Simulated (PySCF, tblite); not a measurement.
C3H7FOSi.
Z-matrix (Å and degrees, GFN2-xTB geometry), rows numbered from 1:
```
C 
C   1  1.3212
C   2  1.4853  1  125.28
F   3  1.3960  2  110.95  1    13.56
Si  3  1.9357  2  111.71  1  -104.91
O   5  1.6172  3  108.39  2    60.28
H   1  1.0773  2  121.49  3    -2.89
H   1  1.0757  2  121.81  3   178.58
H   2  1.0815  1  121.36  3  -177.70
H   3  1.0942  2  110.21  1   130.00
H   5  1.4609  3  106.65  2  -179.21
H   5  1.4537  3  110.28  2   -53.50
H   6  0.9553  5  121.60  3    38.06
```

Method used: B3LYP/def2-SVPD in PySCF (dipole) on a GFN2-xTB geometry, gas phase.

Masses are those of the commonest isotopes; rigid-rotor values at the optimised geometry. The values belong to one conformer with, in the numbering `[CH2:1]=[CH:2][C@H:3]([F:4])[SiH2:5][OH:6]`, C1–C2–C3–F4 14°, C2–C3–Si5–O6 60°, C3–Si5–O6–H 38°.

Q: What are A, B and C (MHz)?

A: Ia = 122.88, Ib = 253.61, Ic = 284.01 u·Å²; 505379 MHz·u·Å²/I gives A = 4113, B = 1993, C = 1779 MHz.

Q: What kind of rotor is it?

A: An asymmetric top: κ = (2 × 1993 − 4113 − 1779)/(4113 − 1779) = -0.82.

Q: What does the inertial defect say?

A: Not planar: Δ = Ic − Ia − Ib = -92.48 u·Å². For a rigid frame Δ = −2 Σ m c², so Σ m c² = 46.24 u·Å² lies off the ab plane: 11.49 from hydrogen and 34.75 from heavier atoms. The atom farthest from that plane is 1.70 Å away.

Q: Give the coordinates in the principal-axis frame, origin at the centre of mass.

A: The sense of each axis is arbitrary; atoms in the order of the calculation.
```tsv
atom	mass (u)	a (Å)	b (Å)	c (Å)
C1	12.000	2.156	-1.008	0.240
C2	12.000	1.392	-0.479	-0.700
C3	12.000	0.461	0.663	-0.507
F4	18.998	0.710	1.310	0.704
Si5	27.977	-1.384	0.080	-0.446
O6	15.995	-1.555	-0.942	0.794
H7	1.008	2.187	-0.599	1.236
H8	1.008	2.795	-1.851	0.044
H9	1.008	1.369	-0.886	-1.702
H10	1.008	0.626	1.419	-1.281
H11	1.008	-2.196	1.282	-0.275
H12	1.008	-1.699	-0.717	-1.620
H13	1.008	-1.099	-0.806	1.622
```

Q: List the rotational levels J(Ka,Kc) to J = 4 (MHz).

A: Above 0(0,0):
J = 1: 1(0,1) 3772, 1(1,1) 5892, 1(1,0) 6105
J = 2: 2(0,2) 11301, 2(1,2) 13223, 2(1,1) 13863, 2(2,1) 20223, 2(2,0) 20238
J = 3: 3(0,3) 22557, 3(1,3) 24211, 3(1,2) 25490, 3(2,2) 31540, 3(2,1) 31616, 3(3,1) 42682, 3(3,0) 42683
J = 4: 4(0,4) 37497, 4(1,4) 38844, 4(1,3) 40972, 4(2,3) 46617, 4(2,2) 46841, 4(3,2) 57800, 4(3,1) 57804, 4(4,1) 73360, 4(4,0) 73360
Those of J = 1 are B + C, A + C and A + B.

Q: Which lines would a microwave search look for?

A: The dipole components are |μa| = 0.30 D, |μb| = 0.05 D, |μc| = 0.85 D. Intensities carry the squares of the components, which stand as 0.12 : 0.00 : 1.00 (a : b : c). Some lines, for components of 0.1 D or more:

| type | branch | J(Ka,Kc) | MHz | lower level (cm⁻¹) |
| --- | --- | --- | --- | --- |
| a | Q | 2(1,1) ← 2(1,2) | 640 | 0.441 |
| c | Q | 4(1,4) ← 4(0,4) | 1347 | 1.251 |
| c | Q | 2(1,2) ← 2(0,2) | 1922 | 0.377 |
| a | Q | 4(1,3) ← 4(1,4) | 2128 | 1.296 |
| a | Q | 5(1,4) ← 5(1,5) | 3180 | 1.905 |
| c | R | 1(1,0) ← 0(0,0) | 6105 | 0.000 |
| a | R | 2(0,2) ← 1(0,1) | 7529 | 0.126 |
| a | R | 2(1,1) ← 1(1,0) | 7758 | 0.204 |
| c | Q | 5(3,3) ← 5(2,3) | 10754 | 2.200 |
| c | Q | 4(3,2) ← 4(2,2) | 10959 | 1.562 |
| a | R | 3(1,3) ← 2(1,2) | 10987 | 0.441 |
| c | R | 2(2,0) ← 1(1,0) | 14133 | 0.204 |
| a | R | 4(0,4) ← 3(0,3) | 14940 | 0.752 |
| a | R | 4(2,3) ← 3(2,2) | 15077 | 1.052 |
| c | Q | 4(4,1) ← 4(3,1) | 15556 | 1.928 |
| a | R | 5(1,5) ← 4(1,4) | 18268 | 1.296 |
| c | R | 3(2,2) ← 2(1,2) | 18316 | 0.441 |
| c | R | 4(1,3) ← 3(0,3) | 18415 | 0.752 |
| a | R | 5(4,2) ← 4(4,1) | 18895 | 2.447 |
| c | R | 4(2,2) ← 3(1,2) | 21351 | 0.850 |
| c | R | 4(2,3) ← 3(1,3) | 22406 | 0.808 |
| c | R | 5(1,4) ← 4(0,4) | 22795 | 1.251 |
| c | R | 5(2,3) ← 4(1,3) | 24980 | 1.367 |
| c | R | 5(4,2) ← 4(3,2) | 34455 | 1.928 |
| c | R | 5(5,0) ← 4(4,0) | 38903 | 2.447 |

Q: Estimate the classical rotational partition function at 100 K, 200 K and 500 K.

A: Point group C1, symmetry number σ = 1; q = (√π/σ)·√((kT/h)³/(ABC)), k/h = 20836.6 MHz/K: 44100 at 100 K, 125000 at 200 K, 494000 at 500 K.

Its GFN2-xTB frequencies are all real (lowest 40 cm⁻¹). No vibrational averaging or centrifugal distortion is included, and the geometry carries the error of its method.

Hardware: one thread, Arm Neoverse N1 (aarch64), shared host with 64 logical CPUs at a one-minute load of 58. Cost: 44 s of wall time, 0.68 GiB resident at most. This is the B3LYP/def2-SVPD job that gave the dipole, with the excitations it also computed.
